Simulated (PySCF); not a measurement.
## How methods differ on the ionisation energy of N⁺

N⁺ [He] 2s2 2p2 (3P) → N²⁺ [He] 2s2 2p1 (2P), as a difference of total energies. Computed with PySCF 2.14 in cc-pV5Z, with the non-relativistic Hamiltonian (point nucleus). Correlated levels: valence: 1s2 frozen. The calculations carry no spin-orbit coupling.

```json
{"method": "UHF", "ionisation energy (eV)": "29.208"}
{"method": "PBE", "ionisation energy (eV)": "29.903"}
{"method": "PBE0", "ionisation energy (eV)": "29.913"}
{"method": "CAM-B3LYP", "ionisation energy (eV)": "30.014"}
{"method": "MN15", "ionisation energy (eV)": "29.701"}
{"method": "PBEsol", "ionisation energy (eV)": "29.830"}
{"method": "M06", "ionisation energy (eV)": "29.818"}
{"method": "ROHF", "ionisation energy (eV)": "29.177"}
{"method": "MP2 (valence)", "ionisation energy (eV)": "29.683"}
{"method": "SCS-MP2 (valence)", "ionisation energy (eV)": "29.539"}
```

Q: Estimate what LDA gives.

A: 30.063 eV, closest to CAM-B3LYP among the rows shown.

Q: Estimate what r2SCAN gives.

A: 30.135 eV, closest to CAM-B3LYP among the rows shown.

Errors of the correlated levels include the incompleteness of this basis and the frozen core.

For comparison: 29.601 eV (semi-empirical (NIST evaluation); NIST Atomic Spectra Database, ionization energies).
